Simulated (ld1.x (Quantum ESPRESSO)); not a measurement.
Which change was made? (Pb, TM)

lead, norm-conserving Troullier–Martins (Kleinman–Bylander form), made with ld1.x (Quantum ESPRESSO) 7.5 (PBEsol, scalar-relativistic). Core [Xe] 4f14, reference 5d10 6s1.5 6p2.5. Waves: 6s (bound): rc 1.85 bohr; 6p (bound): rc 1.95 bohr; 5d (bound): rc 1.10 bohr. Local part: the d channel. Core correction: none.

Cutoffs, loose and tight: the cutoffs (Ry, on a coarse ladder) from which the occupation-weighted sum of valence levels, in a spherical-Bessel basis at the reference potential, stays within 10 and 1 mRy of its value at 400 Ry. They do not see the model core or the augmentation charge, which bear on the density cutoff. Test errors are all-electron minus pseudo excitation energies from the reference, over the configurations 5d10 6s2 6p2; 5d10 6s2 6p1; 5d10 6s2 6p0; 5d10 6s0 6p4; 5d10 6s2 6p1.5; 5d10 6s1 6p3; 5d10 6s1 6p0; variants that change the core or the reference have their own tests.

The base gives: outcome: generated; cutoff, loose: 80 Ry; cutoff, tight: 140 Ry; bound ghosts: s, p; largest test error (meV): -20.

After one change the result is: outcome: generated; cutoff, loose: 80 Ry; cutoff, tight: 140 Ry; bound ghosts: s, p; largest test error (meV): -33. Which change was it?
A. wave 6s (bound): rc 1.85 bohr becomes 6s (bound): rc 1.24 bohr
B. wave 6s (bound): rc 1.85 bohr becomes 6s (bound): rc 2.50 bohr
C. wave 6s (bound): rc 1.85 bohr becomes 6s (bound): rc 2.80 bohr

B. The others give: wave 6s (bound): rc 1.85 bohr becomes 6s (bound): rc 2.80 bohr → outcome: generated; cutoff, loose: 80 Ry; cutoff, tight: 140 Ry; bound ghosts: s, p; largest test error (meV): -60 | wave 6s (bound): rc 1.85 bohr becomes 6s (bound): rc 1.24 bohr → outcome: generated; cutoff, loose: 230 Ry; cutoff, tight: over 300 Ry; bound ghosts: s, p; largest test error (meV): +262.
